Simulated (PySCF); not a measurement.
# Field gradients at the hydrogen positions

Compound: C₇H₁₁NSi.
Structure used (GFN2-xTB), in Å, numbered top down from 1:
```xyz
20
C7H11NSi angstrom
C      1.5985   -2.0380    1.5696
C      1.6111   -0.9772    1.0004
C      1.6740    0.2607    0.3500
C      0.6366    0.8552   -0.2761
C      0.8719    2.1469   -0.9047
N      2.0047    2.7061   -0.8731
Si    -1.0991    0.0913   -0.3714
C     -1.0129   -1.5779   -1.2788
C     -1.7942   -0.1358    1.3839
H      1.5766   -2.9641    2.0631
H      2.6371    0.7596    0.3626
H     -0.0094    2.5797   -1.3990
H      2.0607    3.6057   -1.3436
H     -1.9622    1.0200   -1.1277
H     -0.3916   -2.2844   -0.7364
H     -0.5942   -1.4689   -2.2749
H     -2.0009   -2.0157   -1.3838
H     -1.8268    0.8057    1.9239
H     -1.1816   -0.8237    1.9587
H     -2.8035   -0.5345    1.3543
```

Level: PBE0/pcSseg-1 (PySCF, non-relativistic); Q(2H) = 0.00286 b; rigid geometry, the same for H and D, with no vibrational averaging.

Problem. Rank these positions by the coupling χzz of a deuteron there, largest first.
A. H11 (vinylic hydrogen)
B. H14 (Si–H hydrogen)
C. H18 (methyl hydrogen)
D. H10 (alkyne hydrogen)
E. H12 (hydrogen on a C=N carbon)

Solution. D (265 kHz), C (219 kHz), A (207 kHz), E (191 kHz), B (103 kHz).

Problem. Give the electric field gradient Vzz (the principal value of largest size), its asymmetry and the 2H coupling at each hydrogen.

Solution. 
```json
{"atom": "H10", "bonded to": "C1", "bond length (Å)": "1.050", "Vzz (au)": "0.3950", "η": "0.01", "χzz (kHz)": "265"}
{"atom": "H11", "bonded to": "C3", "bond length (Å)": "1.085", "Vzz (au)": "0.3085", "η": "0.03", "χzz (kHz)": "207"}
{"atom": "H12", "bonded to": "C5", "bond length (Å)": "1.099", "Vzz (au)": "0.2843", "η": "0.06", "χzz (kHz)": "191"}
{"atom": "H13", "bonded to": "N6", "bond length (Å)": "1.017", "Vzz (au)": "0.3925", "η": "0.03", "χzz (kHz)": "264"}
{"atom": "H14", "bonded to": "Si7", "bond length (Å)": "1.476", "Vzz (au)": "0.1529", "η": "0.03", "χzz (kHz)": "103"}
{"atom": "H15", "bonded to": "C8", "bond length (Å)": "1.086", "Vzz (au)": "0.3228", "η": "0.01", "χzz (kHz)": "217"}
{"atom": "H16", "bonded to": "C8", "bond length (Å)": "1.086", "Vzz (au)": "0.3260", "η": "0.01", "χzz (kHz)": "219"}
{"atom": "H17", "bonded to": "C8", "bond length (Å)": "1.086", "Vzz (au)": "0.3269", "η": "0.01", "χzz (kHz)": "220"}
{"atom": "H18", "bonded to": "C9", "bond length (Å)": "1.086", "Vzz (au)": "0.3261", "η": "0.01", "χzz (kHz)": "219"}
{"atom": "H19", "bonded to": "C9", "bond length (Å)": "1.086", "Vzz (au)": "0.3230", "η": "0.01", "χzz (kHz)": "217"}
{"atom": "H20", "bonded to": "C9", "bond length (Å)": "1.086", "Vzz (au)": "0.3271", "η": "0.01", "χzz (kHz)": "220"}
```

Problem. Average by the element that carries the hydrogen.

Solution. on C: 219 kHz over 9 positions, mean bond length 1.083 Å; on N: 264 kHz over 1 position, mean bond length 1.017 Å; on Si: 103 kHz over 1 position, mean bond length 1.476 Å.

Problem. A static deuteron (I = 1) shows a doublet split by (3/2)χ, (3/4)χ(1 + η) and (3/4)χ(1 − η) with the field along z, y and x of the gradient. What are these for H17?

Solution. With |χ| = 219.7 kHz and η = 0.009: 330, 166 and 163 kHz, to first order and without motion.

Geometry: GFN2-xTB, one conformer, isolated molecule. GFN2-xTB bond lengths can be off by several hundredths of an ångström, more for odd bonds, and the gradients follow them. With so small a basis the couplings can be 20 % off.
